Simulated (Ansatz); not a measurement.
Relaxation of Ti₆⁺ with UKS PBE-D4/def2-SVP.

```sh
$ ansatz run in.yaml --threads 4 --pin off --events-out ev --progress --plain --max-ram 4787MiB
```

```yaml
crystal:
  periodic: [false, false, false]
  atoms:
    - {symbol: Ti, position_ang: [1.485710, 1.072580, -1.097730]}
    - {symbol: Ti, position_ang: [0.713310, -1.798600, -0.793010]}
    - {symbol: Ti, position_ang: [-0.000080, -0.001990, 0.001510]}
    - {symbol: Ti, position_ang: [-1.491470, -1.070080, 1.097730]}
    - {symbol: Ti, position_ang: [-1.497630, 1.060170, -0.997820]}
    - {symbol: Ti, position_ang: [0.790150, 0.737920, 1.789330]}
basis:
  gaussian: {orbitals: def2-SVP}
total_charge: 1
magnetization: {spin_polarized: true, initial_magnetization: 1}
hamiltonian: {xc: pbe, dispersion: d4}
scf: {lower_state_search: "off"}
output: {orbitals: {seedname: orbitals}}
relax: {f_tol: 0.02, max_steps: 100}
```

Hardware: 4 threads of Arm Neoverse V2 on a shared host. Wall time 5.6 min.

Positions (Å) and forces (eV/Å) at steps 1, 2, 3, 4, 5, 6, 7, 8, 9, 10, 11, 12, 13, 14, 15, 16, 17, 18, 19, 20, 21, 22, 24 of 24:

```xyz
6
step=1 energy=-138622.9777 eV
Ti    1.486    1.073   -1.098    0.431    0.595   -0.599
Ti    0.713   -1.799   -0.793    0.544   -1.630   -0.569
Ti    0.000   -0.002    0.002   -0.156   -0.062    0.070
Ti   -1.491   -1.070    1.098   -0.400   -0.377    0.382
Ti   -1.498    1.060   -0.998   -1.030    0.953   -0.907
Ti    0.790    0.738    1.789    0.611    0.522    1.623
6
step=2 energy=-138623.3996 eV
Ti    1.438    1.151   -1.174    0.157    0.197   -0.199
Ti    0.724   -1.908   -0.774    0.373   -0.746   -0.204
Ti    0.006   -0.003    0.002   -0.256    0.006    0.006
Ti   -1.485   -1.102    1.129   -0.160   -0.064    0.067
Ti   -1.489    1.145   -1.082   -0.516    0.429   -0.409
Ti    0.804    0.716    1.899    0.403    0.178    0.739
6
step=3 energy=-138623.6023 eV
Ti    1.372    1.214   -1.233   -0.072   -0.112    0.112
Ti    0.839   -1.993   -0.687    0.168    0.036    0.273
Ti   -0.024    0.007   -0.005   -0.421    0.092   -0.069
Ti   -1.559   -1.075    1.104    0.293    0.210   -0.216
Ti   -1.549    1.223   -1.159   -0.127    0.054   -0.054
Ti    0.921    0.625    1.979    0.159   -0.280   -0.046
6
step=4 energy=-138623.7937 eV
Ti    1.335    1.243   -1.260   -0.133   -0.164    0.164
Ti    0.943   -1.993   -0.524    0.039    0.415    0.462
Ti   -0.091    0.052   -0.045   -0.194    0.011    0.008
Ti   -1.580   -1.049    1.080    0.306    0.197   -0.203
Ti   -1.628    1.291   -1.226   -0.030   -0.001   -0.005
Ti    1.021    0.457    1.975    0.012   -0.459   -0.426
6
step=5 energy=-138623.9996 eV
Ti    1.313    1.246   -1.262   -0.070   -0.098    0.096
Ti    1.012   -1.927   -0.355   -0.018    0.410    0.330
Ti   -0.156    0.097   -0.086    0.070   -0.104    0.119
Ti   -1.574   -1.034    1.065    0.113    0.057   -0.060
Ti   -1.679    1.331   -1.266   -0.051    0.061   -0.066
Ti    1.084    0.287    1.905   -0.043   -0.327   -0.419
6
step=6 energy=-138624.1519 eV
Ti    1.290    1.227   -1.244   -0.055   -0.118    0.116
Ti    1.076   -1.821   -0.203    0.034    0.354    0.295
Ti   -0.228    0.126   -0.107    0.151    0.004    0.030
Ti   -1.580   -1.040    1.072   -0.043   -0.050    0.043
Ti   -1.700    1.377   -1.316   -0.099    0.102   -0.110
Ti    1.142    0.131    1.799    0.012   -0.292   -0.375
6
step=7 energy=-138624.1510 eV rejected
Ti    1.288    1.182   -1.200   -0.048    0.111   -0.111
Ti    1.141   -1.698   -0.072    0.098   -0.527   -0.371
Ti   -0.301    0.155   -0.119   -0.284   -0.005    0.066
Ti   -1.605   -1.062    1.089    0.024    0.087   -0.087
Ti   -1.732    1.425   -1.371    0.088   -0.009   -0.012
Ti    1.209   -0.001    1.672    0.122    0.343    0.515
6
step=8 energy=-138624.2010 eV
Ti    1.278    1.218   -1.236   -0.022   -0.053    0.052
Ti    1.106   -1.769   -0.133    0.048   -0.012   -0.012
Ti   -0.255    0.140   -0.111   -0.022    0.016    0.023
Ti   -1.591   -1.045    1.075   -0.012   -0.015    0.010
Ti   -1.709    1.396   -1.340   -0.046    0.061   -0.076
Ti    1.172    0.059    1.744    0.053    0.002    0.003
6
step=9 energy=-138624.2104 eV
Ti    1.261    1.162   -1.172    0.069    0.084   -0.089
Ti    1.113   -1.725   -0.177   -0.045   -0.110    0.009
Ti   -0.323    0.142   -0.071    0.079    0.101    0.049
Ti   -1.592   -1.097    1.127    0.053   -0.135    0.110
Ti   -1.669    1.437   -1.421   -0.107    0.099   -0.152
Ti    1.211    0.082    1.713   -0.049   -0.039    0.073
6
step=10 energy=-138624.3117 eV
Ti    1.245    1.137   -1.128    0.083   -0.011   -0.063
Ti    1.059   -1.698   -0.212   -0.012   -0.300    0.050
Ti   -0.388    0.186   -0.029   -0.214    0.736   -0.060
Ti   -1.503   -1.183    1.211    0.298   -0.447    0.287
Ti   -1.631    1.488   -1.555   -0.109    0.184   -0.372
Ti    1.218    0.070    1.712   -0.046   -0.162    0.159
6
step=11 energy=-138624.6437 eV
Ti    1.241    1.102   -1.101   -0.038   -0.093   -0.013
Ti    0.988   -1.679   -0.223    0.064   -0.180    0.109
Ti   -0.464    0.277    0.015   -0.651    0.893    0.217
Ti   -1.358   -1.292    1.287    0.421   -0.416    0.172
Ti   -1.612    1.556   -1.706    0.166    0.080   -0.415
Ti    1.206    0.036    1.728    0.037   -0.284   -0.070
6
step=12 energy=-138625.0281 eV
Ti    1.193    1.056   -1.060    0.048    0.027   -0.009
Ti    0.935   -1.643   -0.235   -0.137    0.146    0.056
Ti   -0.579    0.391    0.106   -0.762    0.483    0.319
Ti   -1.221   -1.398    1.354    0.337   -0.246    0.089
Ti   -1.548    1.612   -1.883    0.382   -0.155   -0.242
Ti    1.219   -0.019    1.718    0.132   -0.254   -0.213
6
step=13 energy=-138625.3770 eV
Ti    1.146    1.062   -1.007    0.148    0.115    0.039
Ti    0.855   -1.589   -0.259   -0.501    0.401    0.089
Ti   -0.694    0.506    0.211   -0.738    0.219    0.224
Ti   -1.126   -1.467    1.393    0.453   -0.117   -0.024
Ti   -1.441    1.570   -2.008    0.464   -0.353   -0.088
Ti    1.260   -0.082    1.670    0.175   -0.265   -0.239
6
step=14 energy=-138625.8387 eV
Ti    1.124    1.103   -0.937    0.348    0.284   -0.193
Ti    0.705   -1.500   -0.293   -0.489    0.389   -0.404
Ti   -0.817    0.616    0.301   -0.602    0.083    0.190
Ti   -1.008   -1.518    1.423    0.147   -0.219    0.308
Ti   -1.307    1.457   -2.099    0.671   -0.562    0.324
Ti    1.303   -0.158    1.605   -0.075    0.025   -0.225
6
step=15 energy=-138626.2737 eV
Ti    1.139    1.159   -0.905    0.110    0.169   -0.135
Ti    0.561   -1.416   -0.379   -0.462    0.081   -0.700
Ti   -0.893    0.666    0.365   -0.502    0.251    0.002
Ti   -0.940   -1.566    1.476    0.252   -0.104    0.228
Ti   -1.164    1.325   -2.105    0.806   -0.633    0.720
Ti    1.296   -0.167    1.547   -0.204    0.236   -0.114
6
step=16 energy=-138626.7129 eV
Ti    1.157    1.204   -0.891   -0.212   -0.126    0.019
Ti    0.439   -1.362   -0.469   -0.391    0.035   -0.800
Ti   -0.950    0.706    0.408   -0.346    0.389    0.126
Ti   -0.879   -1.588    1.510    0.259   -0.047    0.033
Ti   -1.031    1.192   -2.054    0.840   -0.621    0.713
Ti    1.264   -0.153    1.497   -0.150    0.370   -0.091
6
step=17 energy=-138627.0646 eV
Ti    1.164    1.216   -0.874   -0.083   -0.202    0.249
Ti    0.339   -1.315   -0.569   -0.269    0.272   -0.536
Ti   -1.005    0.757    0.458    0.013    0.147    0.274
Ti   -0.824   -1.601    1.520    0.104    0.016   -0.042
Ti   -0.903    1.062   -1.985    0.299   -0.474    0.109
Ti    1.229   -0.120    1.450   -0.064    0.242   -0.054
6
step=18 energy=-138627.2055 eV
Ti    1.166    1.213   -0.832    0.294    0.047    0.281
Ti    0.241   -1.232   -0.681   -0.075    0.318   -0.015
Ti   -1.031    0.818    0.530    0.191   -0.337    0.081
Ti   -0.782   -1.606    1.503   -0.051    0.100    0.150
Ti   -0.801    0.898   -1.940   -0.422   -0.028   -0.607
Ti    1.207   -0.091    1.420    0.063   -0.100    0.109
6
step=19 energy=-138627.2385 eV
Ti    1.220    1.243   -0.739   -0.183    0.073   -0.177
Ti    0.267   -1.129   -0.739    0.059   -0.222   -0.090
Ti   -0.980    0.793    0.517   -0.073    0.232    0.261
Ti   -0.831   -1.536    1.502   -0.129   -0.270    0.164
Ti   -0.912    0.780   -1.973    0.269    0.098   -0.111
Ti    1.236   -0.151    1.432    0.057    0.089   -0.047
6
step=20 energy=-138627.2778 eV
Ti    1.171    1.254   -0.764    0.074    0.023   -0.015
Ti    0.221   -1.159   -0.720    0.013    0.024   -0.057
Ti   -1.001    0.789    0.558   -0.045   -0.093   -0.025
Ti   -0.821   -1.572    1.531   -0.006    0.009    0.140
Ti   -0.817    0.816   -2.006   -0.066    0.082   -0.119
Ti    1.247   -0.128    1.401    0.030   -0.045    0.077
6
step=21 energy=-138627.2782 eV
Ti    1.173    1.233   -0.733   -0.004    0.081   -0.125
Ti    0.185   -1.178   -0.752   -0.183    0.148    0.071
Ti   -1.059    0.717    0.510   -0.012    0.009   -0.025
Ti   -0.757   -1.543    1.640   -0.065   -0.170   -0.051
Ti   -0.776    0.907   -2.042    0.118   -0.116    0.052
Ti    1.234   -0.135    1.378    0.146    0.048    0.078
6
step=22 energy=-138627.2900 eV
Ti    1.175    1.247   -0.748   -0.032    0.011    0.025
Ti    0.156   -1.153   -0.743    0.009   -0.063    0.001
Ti   -1.054    0.727    0.525    0.016    0.043   -0.010
Ti   -0.762   -1.571    1.629   -0.005   -0.005   -0.015
Ti   -0.759    0.880   -2.049    0.006    0.003    0.019
Ti    1.244   -0.129    1.387    0.006    0.012   -0.019
6
step=24 energy=-138627.2907 eV
Ti    1.172    1.249   -0.748   -0.002    0.003    0.001
Ti    0.165   -1.159   -0.738   -0.003   -0.001   -0.001
Ti   -1.047    0.736    0.527    0.004    0.000   -0.004
Ti   -0.770   -1.571    1.617   -0.001   -0.003    0.003
Ti   -0.766    0.874   -2.044    0.000    0.001   -0.001
Ti    1.246   -0.129    1.387    0.002    0.000    0.002
```

The charge 1 doublet is spin-contaminated (final ⟨S²⟩ up to 1.82, 0.75 for a pure state). The structure comes from a short search, and lower isomers may exist.
